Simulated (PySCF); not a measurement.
The vertical singlet excitations below were computed for one of the candidates. Method used: TDDFT B3LYP/def2-SVPD, vertical, gas phase, core orbitals frozen in the response (PySCF). Geometries: PBE0-D3(BJ)/def2-SVP, one conformer each.

```
state  E (eV)       f
   S1    5.67  0.0009
   S2    5.98  0.0053
   S3    6.65   0.248
   S4    6.85   0.023
   S5    7.03  0.0000
   S6    7.21   0.020
   S7    7.49   0.163
   S8    7.51  0.0095
   S9    7.54  0.0000
  S10    7.69  0.0002
```

Triplets computed (Tamm–Dancoff): 5.58, 5.82, 5.90, 6.77 eV.

Task: Which structure fits?
A. `Cc1nnn2ccccc12`
B. `CN(B1OBOBO1)C`
C. `OB(O)B1CCCCC1`

Result: B. Its S1, at 5.67 eV, is the highest among the candidates; the nearest of the others has S1 at 4.59 eV. S1 is HOMO→LUMO (100%). Löwdin shares by element: HOMO nitrogen 49%, carbon 17%, boron 8% or more (atoms not listed hold the other 26%); LUMO boron 54% or more, oxygen 23% or more (atoms not listed hold the other 23%). At the same level the other candidates give, for their lowest levels:
- `Cc1nnn2ccccc12`: 3.88 eV (f 0.050); 4.76 eV (f 0.000); 4.81 eV (f 0.079); 5.38 eV (f 0.004); 5.66 eV (f 0.000); T1 2.90 eV; HOMO -6.18, LUMO -1.65 eV
- `OB(O)B1CCCCC1`: 4.59 eV (f 0.002); 4.75 eV (f 0.001); 6.00 eV (f 0.102); 6.24 eV (f 0.000); 6.35 eV (f 0.012); T1 3.81 eV; HOMO -7.21, LUMO -1.40 eV

Conformer computed: `[CH3:1][N:2]([CH3:3])[B:4]1[O:5][BH:6][O:7][BH:8][O:9]1`: C1–N2–B4–O5 1°.
